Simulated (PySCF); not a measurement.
C₃H₇O (SMILES [CH2-]COC), charge -1, singlet, at a GFN2-xTB geometry (in this run its highest filled SCF level lies above zero, so its values depend strongly on the basis, on diffuse functions most of all); CAMB3LYP/STO-3G (PySCF).

The PySCF input:
```python
from pyscf import gto, scf, dft

mol = gto.Mole()
mol.atom = '''
    O    -0.02364204   -0.72791359   -0.02410158
    C    -0.11695116    0.72309764    0.02353500
    C     1.27997189   -1.17584587   -0.05346219
    C    -1.53793975    1.16403974   -0.03994654
    H     0.53282928    1.00119920    0.93898760
    H     0.44859738    1.10785920   -0.85183032
    H     1.26753791   -2.27032695   -0.05197351
    H     1.82097837   -0.82845799   -0.95497355
    H     1.85749247   -0.82621646    0.82524896
    H    -1.97405394    1.11319354    0.99190016
    H    -1.51473106    2.25830906   -0.28530416
'''
mol.basis = 'sto-3g'
mol.charge = -1
mol.verbose = 4
mol.build()

mf = dft.RKS(mol)
mf.xc = 'camb3lyp'
mf.kernel()
mf.analyze()
```

Task: Write the output that PySCF gives for this input, abridged.

Result: 
```
PySCF version 2.14.0

[INPUT] verbose = 4
[INPUT] num. atoms = 11
[INPUT] num. electrons = 34
[INPUT] charge = -1
[INPUT] spin (= nelec alpha-beta = 2S) = 0
[INPUT] symmetry False subgroup None
[INPUT] Mole.unit = angstrom
[INPUT] Symbol           X                Y                Z      unit          X                Y                Z       unit  Magmom
[INPUT]  1 O     -0.023642040000  -0.727913590000  -0.024101580000 AA   -0.044676980626  -1.375557327449  -0.045545385369 Bohr   0.0
[INPUT]  2 C     -0.116951160000   0.723097640000   0.023535000000 AA   -0.221005662350   1.366456500919   0.044474704342 Bohr   0.0
[INPUT]  3 C      1.279971890000  -1.175845870000  -0.053462190000 AA    2.418796319242  -2.222026659001  -0.101028897119 Bohr   0.0
[INPUT]  4 C     -1.537939750000   1.164039740000  -0.039946540000 AA   -2.906284923582   2.199716306710  -0.075488020224 Bohr   0.0
[INPUT]  5 H      0.532829280000   1.001199200000   0.938987600000 AA    1.006901410349   1.891992284134   1.774429398363 Bohr   0.0
[INPUT]  6 H      0.448597380000   1.107859200000  -0.851830320000 AA    0.847726188397   2.093550472580  -1.609726009401 Bohr   0.0
[INPUT]  7 H      1.267537910000  -2.270326950000  -0.051973510000 AA    2.395299502404  -4.290296148719  -0.098215699632 Bohr   0.0
[INPUT]  8 H      1.820978370000  -0.828457990000  -0.954973550000 AA    3.441150398057  -1.565558706808  -1.804638465704 Bohr   0.0
[INPUT]  9 H      1.857492470000  -0.826216460000   0.825248960000 AA    3.510152046742  -1.561322829008   1.559494518982 Bohr   0.0
[INPUT] 10 H     -1.974053940000   1.113193540000   0.991900160000 AA   -3.730421301719   2.103630914235   1.874419645312 Bohr   0.0
[INPUT] 11 H     -1.514731060000   2.258309060000  -0.285304160000 AA   -2.862426855772   4.267585628024  -0.539146724599 Bohr   0.0

nuclear repulsion = 124.972387200168
number of shells = 19
number of NR pGTOs = 81
number of NR cGTOs = 27
basis = sto-3g
ecp = {}

******** <class 'pyscf.dft.rks.RKS'> ********
method = RKS
initial guess = minao
damping factor = 0
level_shift factor = 0
DIIS = <class 'pyscf.scf.diis.CDIIS'>
diis_start_cycle = 1
diis_space = 8
diis_damp = 0
SCF conv_tol = 1e-09
SCF conv_tol_grad = None
SCF max_cycles = 50
direct_scf = True
direct_scf_tol = 1e-13
XC library pyscf.dft.libxc version 7.1.2
    S. Lehtola, C. Steigemann, M. J. T. Oliveira, and M. A. L. Marques,  SoftwareX 7, 1–5 (2018)
XC functionals = camb3lyp
    T. Yanai, D. P. Tew, and N. C. Handy,  Chem. Phys. Lett. 393, 51 (2004)
radial grids:
    Treutler-Ahlrichs [JCP 102, 346 (1995); DOI:10.1063/1.469408] (M4) radial grids

becke partition: Becke, JCP 88, 2547 (1988); DOI:10.1063/1.454033
pruning grids: <function nwchem_prune>
grids dens level: 3
symmetrized grids: False
atomic radii adjust function: <function treutler_atomic_radii_adjust>
small_rho_cutoff = 0
Set gradient conv threshold to 3.16228e-05
Initial guess from minao.
tot grids = 125096
init E= -191.33055135637
  HOMO = -0.159345930403481  LUMO = 0.220582752008684  gap/eV = 10.33839
cycle= 1 E= -190.77938463791  delta_E= 0.551  |g|= 0.619  |ddm|= 3.98
  HOMO = 0.355753042452165  LUMO = 0.613220429334042  gap/eV = 7.00604
cycle= 2 E= -190.849437934509  delta_E= -0.0701  |g|= 0.463  |ddm|= 1.61
  HOMO = 0.231964991587964  LUMO = 0.610958780102684  gap/eV = 10.31295
cycle= 3 E= -190.914676986786  delta_E= -0.0652  |g|= 0.0364  |ddm|= 0.688
  HOMO = 0.214724811494781  LUMO = 0.60381488834588  gap/eV = 10.58768
cycle= 4 E= -190.915119551766  delta_E= -0.000443  |g|= 0.0112  |ddm|= 0.0667
  HOMO = 0.217298215422381  LUMO = 0.605638262258744  gap/eV = 10.56727
cycle= 5 E= -190.91516672684  delta_E= -4.72e-05  |g|= 0.00125  |ddm|= 0.0214
  HOMO = 0.217104818717496  LUMO = 0.606069065353724  gap/eV = 10.58426
cycle= 6 E= -190.915167507323  delta_E= -7.8e-07  |g|= 0.000505  |ddm|= 0.0036
  HOMO = 0.21720604060116  LUMO = 0.605914893244796  gap/eV = 10.57731
cycle= 7 E= -190.915167615298  delta_E= -1.08e-07  |g|= 7.22e-05  |ddm|= 0.00119
  HOMO = 0.21721482793976  LUMO = 0.605919856309972  gap/eV = 10.57720
cycle= 8 E= -190.91516761796  delta_E= -2.66e-09  |g|= 2.3e-05  |ddm|= 0.000208
  HOMO = 0.217212948965281  LUMO = 0.605921035140473  gap/eV = 10.57729
cycle= 9 E= -190.915167618156  delta_E= -1.96e-10  |g|= 4.11e-06  |ddm|= 4.01e-05
  HOMO = 0.21721231546078  LUMO = 0.605920853342649  gap/eV = 10.57730
Extra cycle  E= -190.915167618167  delta_E= -1.11e-11  |g|= 2.03e-06  |ddm|= 1.36e-05
converged SCF energy = -190.915167618167
**** SCF Summaries ****
Total Energy =                        -190.915167618166663
Nuclear Repulsion Energy =             124.972387200167603
One-electron Energy =                 -515.963750225194190
Two-electron Energy =                  200.076195406859910
Two-electron Coulomb Energy =          227.965913359436399
DFT Exchange-Correlation Energy =      -27.889717952576497
HOMO-LUMO gap [eV] =                    10.577298073573317
**** MO energy ****
MO #1   energy= -18.6988420334031  occ= 2
MO #2   energy= -9.93625854927786  occ= 2
MO #3   energy= -9.83449337618277  occ= 2
MO #4   energy= -9.55870479398403  occ= 2
MO #5   energy= -0.820251605774016 occ= 2
MO #6   energy= -0.5421801245816   occ= 2
MO #7   energy= -0.456306713607729 occ= 2
MO #8   energy= -0.329670748635414 occ= 2
MO #9   energy= -0.293376960627973 occ= 2
MO #10  energy= -0.268242984680982 occ= 2
MO #11  energy= -0.240760409919315 occ= 2
MO #12  energy= -0.185848353625433 occ= 2
MO #13  energy= -0.0713137414619801 occ= 2
MO #14  energy= -0.0470770816755793 occ= 2
MO #15  energy= -0.0278821676580951 occ= 2
MO #16  energy= 0.0293490264553854 occ= 2
MO #17  energy= 0.21721231546078   occ= 2
MO #18  energy= 0.605920853342649  occ= 0
MO #19  energy= 0.669177749227487  occ= 0
MO #20  energy= 0.683176229498637  occ= 0
MO #21  energy= 0.701715374250696  occ= 0
MO #22  energy= 0.72453858456872   occ= 0
MO #23  energy= 0.761799468978822  occ= 0
MO #24  energy= 0.766486053201624  occ= 0
MO #25  energy= 0.898034146062128  occ= 0
 ** Mulliken pop on meta-lowdin orthogonal AOs  **
 ** Mulliken pop  **
pop of  0 O 1s            1.99987
pop of  0 O 2s            1.71562
pop of  0 O 2px           1.27295
pop of  0 O 2py           1.30102
pop of  0 O 2pz           1.89832
pop of  1 C 1s            1.99963
pop of  1 C 2s            1.07206
pop of  1 C 2px           1.10018
pop of  1 C 2py           0.82987
pop of  1 C 2pz           0.99284
pop of  2 C 1s            1.99961
pop of  2 C 2s            1.03223
pop of  2 C 2px           0.94361
pop of  2 C 2py           1.03189
pop of  2 C 2pz           1.05416
pop of  3 C 1s            1.99960
pop of  3 C 2s            1.20721
pop of  3 C 2px           1.02116
pop of  3 C 2py           1.06921
pop of  3 C 2pz           1.20055
pop of  4 H 1s            1.07395
pop of  5 H 1s            1.02661
pop of  6 H 1s            0.98439
pop of  7 H 1s            0.99764
pop of  8 H 1s            0.99633
pop of  9 H 1s            1.09156
pop of  10 H 1s           1.08792
 ** Mulliken atomic charges  **
charge of    0O =     -0.18778
charge of    1C =      0.00543
charge of    2C =     -0.06150
charge of    3C =     -0.49774
charge of    4H =     -0.07395
charge of    5H =     -0.02661
charge of    6H =      0.01561
charge of    7H =      0.00236
charge of    8H =      0.00367
charge of    9H =     -0.09156
charge of   10H =     -0.08792

WARN: System has nonzero charge -1; the dipole moment is origin-dependent.
Location of origin: [0. 0. 0.]

Dipole moment(X, Y, Z, Debye):  5.97942, -3.06206,  0.43803
```
